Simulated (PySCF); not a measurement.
```xyz
3
charge -1 multiplicity 1, angstrom
Rb    0.0000    0.0000    0.0000
F     0.0000    0.0000    2.5454
F     0.0000    0.0000   -2.5454
```

Computed with PBE0/[Rb def2-TZVPD with ECP28, F def2-TZVPD], scalar-relativistic core potentials, density fitting, no spin–orbit coupling, PySCF.

This geometry of RbF₂⁻ is a stationary point at this level.

Q: What is the point group?

A: D∞h.

Q: Is it a minimum?

A: Yes: all harmonic wavenumbers are real, though the softest, 35 cm⁻¹, leaves little margin.

Q: What are the dipole moment and the gap between the highest occupied and lowest empty levels?

A: 0.00 D about the centre of mass and 4.95 eV.

Q: Give the atomic charges and bond orders.

A: 
```tsv
atom	Mulliken	Löwdin	polar tensor	Mayer order to Rb1
Rb1	0.91	0.99	0.94	–
F2,3	-0.95	-0.99	-0.97	0.02
```

Q: Give the ideal-gas entropy at 298.15 K and 1 bar by parts.

A: translation 168.9, rotation 69.2, vibration 60.4, spin 0.0; total 298.4 J/(mol K).

Only a few start shapes were tried, so a lower isomer may exist. The lowest empty level of this anion is unbound, so it and the gap depend on the basis.
